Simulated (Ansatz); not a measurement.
A run for Ansatz (a quantum-chemistry and plane-wave program): R-B3LYP/def2-TZVPPD on H4OSe (a complex), monomers drawn apart or pushed together. Files ending in .json are basis or fitting sets from the Basis Set Exchange.

Ansatz 0.2 input:
```yaml
crystal:
  periodic: [false, false, false]
  atoms:
    - {symbol: O, position_ang: [-0.03281218, -0.38616358, 0.22298971]}
    - {symbol: H, position_ang: [0.71613780, 0.20229907, 0.07938891]}
    - {symbol: H, position_ang: [-0.79865345, 0.19173448, 0.30870595]}
    - {symbol: Se, position_ang: [0.43568523, -0.18288355, 3.03492721]}
    - {symbol: H, position_ang: [0.39397863, -1.58191403, 2.59728709]}
    - {symbol: H, position_ang: [0.69411307, -0.56743079, 4.43330521]}
basis:
  gaussian:
    orbitals: def2-TZVPPD.json
hamiltonian:
  xc: {name: B3LYP}
scf: {lower_state_search: off}
```

Question: Predict the final total energy.

Answer: -2479.2595 hartree.
